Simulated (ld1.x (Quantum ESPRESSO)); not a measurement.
**PBE TM dataset for Sb (Z = 51), fully relativistic all-electron reference.**

ld1.x (Quantum ESPRESSO) 7.5 input, shortened:

```
&input
   title='Sb', zed=51., rel=2, dft='PBE', iswitch=3,
   config='[Kr] 4d10 5s2 5p3 5d-2', rel_dist='average'
 /
 &inputp
   pseudotype=2, tm=.true., lloc=0,
   nlcc=.true.
 /
3
5P  2  1   3.00   0.00  1.85  1.85  0.0
5D  3  2  -2.00   0.10  1.70  1.70  0.0
5S  1  0   2.00   0.00  1.75  1.75  0.0
 &test
   configts(1)='5s2 5p3'
 /
```

Open shells are filled in proportion to 2j + 1 (rel_dist='average').

All-electron outer shells of the reference configuration (PBE, scalar-relativistic, ld1.x):

```json
{"shell": "4p", "level (eV)": "-101.79", "outermost node (bohr)": "0.39", "outermost maximum (bohr)": "0.76"}
{"shell": "4d", "level (eV)": "-33.51", "outermost node (bohr)": "0.38", "outermost maximum (bohr)": "0.84"}
{"shell": "5s", "level (eV)": "-12.83", "outermost node (bohr)": "0.95", "outermost maximum (bohr)": "1.90"}
{"shell": "5p", "level (eV)": "-4.83", "outermost node (bohr)": "1.04", "outermost maximum (bohr)": "2.35"}
```

(1) Estimate the cutoffs (Ry, on a coarse ladder) from which the occupation-weighted sum of valence levels, in a spherical-Bessel basis at the reference potential, stays within 10 and 1 mRy of its value at 400 Ry.

(2) What does a ghost test show?

(3) Tests: 5s2 5p2; 5s2 5p1; 5s2 5p0; 5s0 5p5; 5s2 5p2.5; 5s1 5p3; 5s1 5p0. Which has the largest error in its energy relative to the reference configuration, and how large is it?

## Answers

(1) 30 Ry and 55 Ry.

(2) Ghost states, extra bound levels that the all-electron valence spectrum of the same l lacks: d3/2 at -33.9 eV, d5/2 at -32.7 eV. A true bound ghost makes a file unfit for plane-wave use.

(3) 5s1 5p0, with -469 meV (all-electron minus pseudo) on +93.05 eV.
